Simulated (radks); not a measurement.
Task: I2+, 51 electrons, occupied as [Kr] 4d10 5s2 5p3. Method: Dirac Kohn-Sham, HCTH/407, spin-unpolarised, spherical densities, finite nucleus; open shells fill j = l - 1/2 first; Fermi nuclear charge, rms radius 4.75 fm; computed with a radial shooting solver on a logarithmic mesh with Libxc functionals. Some entries of the table are withheld. Estimate them.

| orbital | occ. | eigenvalue (hartree) | <1/r> (bohr^-1) |
|---|---|---|---|
| 1s1/2 | 2 | -1211.610 | 56.80 |
| 2s1/2 | 2 | -188.0341 | (1) |
| 2p1/2 | 2 | -176.5696 | 13.25 |
| 2p3/2 | 4 | -165.5914 | 12.22 |
| 3s1/2 | 2 | -38.61118 | 4.733 |
| 3p1/2 | 2 | -33.85786 | 4.646 |
| 3p3/2 | 4 | -31.78711 | 4.392 |
| 3d3/2 | 4 | -23.39784 | 4.248 |
| 3d5/2 | 6 | -22.96108 | 4.183 |
| 4s1/2 | 2 | -7.41656 | 1.903 |
| 4p1/2 | 2 | (2) | 1.794 |
| 4p3/2 | 4 | (3) | 1.712 |
| 4d3/2 | 4 | -2.66375 | 1.464 |
| 4d5/2 | 6 | -2.59982 | 1.443 |
| 5s1/2 | 2 | -1.32547 | 0.6994 |
| 5p1/2 | 2 | -0.93420 | (4) |
| 5p3/2 | 1 | -0.88635 | (5) |
| 6s1/2 | 0 | -0.40911 | 0.2998 |

Result: 
(1) 2s1/2 <1/r> (bohr^-1): 13.26
(2) 4p1/2 eigenvalue (hartree): -5.75225
(3) 4p3/2 eigenvalue (hartree): -5.34791
(4) 5p1/2 <1/r> (bohr^-1): 0.6022
(5) 5p3/2 <1/r> (bohr^-1): 0.5773
